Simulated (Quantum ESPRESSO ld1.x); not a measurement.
The numbers below are computed, except where a source is named.
Task: Radial electron density D(r) = 4 pi r^2 rho(r) of an atom or ion with 9 electrons. Level of theory: scalar-relativistic Kohn-Sham, LDA (Slater exchange, Perdew-Wang correlation), spin-polarised, spherical densities, point nucleus (ld1.x of Quantum ESPRESSO 7.5).

```
   r/bohr * D(r) (the largest magnitude, 66.2, reaches the edge; | marks zero)
  0.00139 |  *
 0.001684 |   *
 0.002025 |    *
 0.002453 |      *
 0.002973 |         *
 0.003602 |            *
 0.004364 |                *
 0.005288 |                     *
 0.006407 |                           *
 0.007764 |                                 *
 0.009332 |                                       *
  0.01131 |                                              *
   0.0137 |                                                   *
   0.0166 |                                                      *
  0.02011 |                                                      *
  0.02437 |                                                   *
  0.02953 |                                               *
  0.03578 |                                          *
  0.04301 |                                         *
  0.05212 |                                           *
  0.06315 |                                                 *
  0.07651 |                                                      *
  0.09271 |                                                     *
   0.1123 |                                             *
   0.1361 |                              *
   0.1649 |                *
   0.1982 |      *
   0.2402 | *
    0.291 *
   0.3526 *
```

What is the nuclear charge?

Result: Z = 53. The innermost maximum, from 1s, lies near gamma/Z bohr with gamma = sqrt(1 - (Z/c)^2) = 0.922, here 0.0174 bohr (found: 0.0184), and its height grows with Z. The density is that of the iodine ion I44+ in [He] 2s2 2p5; the configuration itself is not fixed sharply by these data, and Z only to a few units. D(r) has 2 maxima, at r = 0.0184, 0.0829 bohr, and minima at 0.0423 bohr, inside which lie 2.14 electrons.
